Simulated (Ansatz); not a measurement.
Ideal-gas functions of `FC#[C][AlH2]` at 800 K and 1 bar, from an Ansatz frequency run at PBE0-D4/def2-TZVP.

Molar mass 72.02 g/mol, point group C2v (symmetry number 2), electronic degeneracy 1, moments of inertia 3.86, 244.869, 248.729 u Å². Harmonic wavenumbers (cm⁻¹, unscaled): 121, 125, 427, 461, 488, 547, 614, 782, 1210, 1949, 1955, 2325.

Use S(trans) = R[1.5 ln M + 2.5 ln T − 1.1517]; rotational temperatures θ = 24.2544 K / I; S(rot) = R[ln(√π/σ · √(T³/θAθBθC)) + 1.5]; for each mode x = 1.438777 ν̃/T, S = R[x/(eˣ − 1) − ln(1 − e⁻ˣ)] and H = RT x/(eˣ − 1); 1 cm⁻¹ = 0.0119627 kJ/mol; R = 8.31446 J/(mol·K).

**Question.** By hand: the entropy, in J/(mol·K).

**Answer.** Translation 182.7. Rotation: θ = 6.2835, 0.0991, 0.0975 K, giving 106.5. Vibration, mode by mode: 21.01, 20.74, 10.71, 10.11, 9.66, 8.78, 7.90, 6.13, 3.32, 1.16, 1.15, 0.67, in all 101.3. Electronic 0.0. Sum 390.5 J/(mol·K).

**Question.** By hand: H − E and G − E in kJ/mol, counted from the electronic energy.

**Answer.** Zero-point energy ½ × 11004 × 0.0119627 = 65.8; thermal vibration 39.0; translation, rotation and pV give 4 RT = 26.6. H − E = 131.4 kJ/mol, and G − E = 131.4 − 800 × 390.5/1000 = -181.0 kJ/mol.

Vibration gives 26 % of the entropy, 41.8 J/(mol·K) of it from the modes under 150 cm⁻¹: soft modes count most, and the harmonic formula is weakest for them.
